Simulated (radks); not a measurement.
The numbers below are computed, except where a source is named.
All-electron atom: Os+ in [Xe] 4f14 5d6 6s1 (the NIST ground configuration). Code: a radial shooting solver on a logarithmic mesh with Libxc functionals. Model: Dirac Kohn-Sham, Slater X-alpha with alpha = 0.998, spin-unpolarised, spherical densities, finite nucleus; open shells are shared between the two j in proportion to 2j + 1; Fermi nuclear charge, rms radius 5.4126 fm. Some entries of the table are withheld. Estimate them.

orbital,occ.,eigenvalue (eV),<r^2> (bohr^2)
1s1/2,2,-74071.45,0.0004324
2s1/2,2,-12957.58,0.006549
2p1/2,2,-12432.02,(1)
2p3/2,4,-10883.75,(2)
3s1/2,2,-3038.495,0.04253
3p1/2,2,-2798.748,0.03882
3p3/2,4,-2459.560,0.04528
3d3/2,4,-2052.377,(3)
3d5/2,6,-1978.399,(4)
4s1/2,2,-656.3809,0.2080
4p1/2,2,-554.4175,0.2128
4p3/2,4,-474.2650,0.2464
4d3/2,4,-305.1128,(5)
4d5/2,6,-290.1013,(6)
5s1/2,2,-106.2728,1.106
5p1/2,2,(7),1.315
4f5/2,6,-74.0602,0.3528
4f7/2,8,-71.0608,0.3631
5p3/2,4,(8),1.564
5d3/2,2.4,-18.6767,(9)
5d5/2,3.6,-17.4109,(10)
6s1/2,1,-15.0271,7.774

Answer. 
(1) 2p1/2 <r^2> (bohr^2): 0.004648
(2) 2p3/2 <r^2> (bohr^2): 0.005837
(3) 3d3/2 <r^2> (bohr^2): 0.03484
(4) 3d5/2 <r^2> (bohr^2): 0.03661
(5) 4d3/2 <r^2> (bohr^2): 0.2632
(6) 4d5/2 <r^2> (bohr^2): 0.2755
(7) 5p1/2 eigenvalue (eV): -74.1536
(8) 5p3/2 eigenvalue (eV): -61.2287
(9) 5d3/2 <r^2> (bohr^2): 3.047
(10) 5d5/2 <r^2> (bohr^2): 3.265
